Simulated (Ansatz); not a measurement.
A geometry relaxed with PBE0-D3(BJ)/def2-SVP (Ansatz, a quantum-chemistry and plane-wave program), charge 0, multiplicity 1:

```xyz
4

In     0.0000     0.0000     0.0000
Cl    -0.9598     2.1117    -0.0249
Cl     2.3082    -0.2255    -0.0504
Cl    -1.3483    -1.8861     0.0753
```

Task: Write the SMILES of this molecule.

Result: `[Cl][In]([Cl])[Cl]`
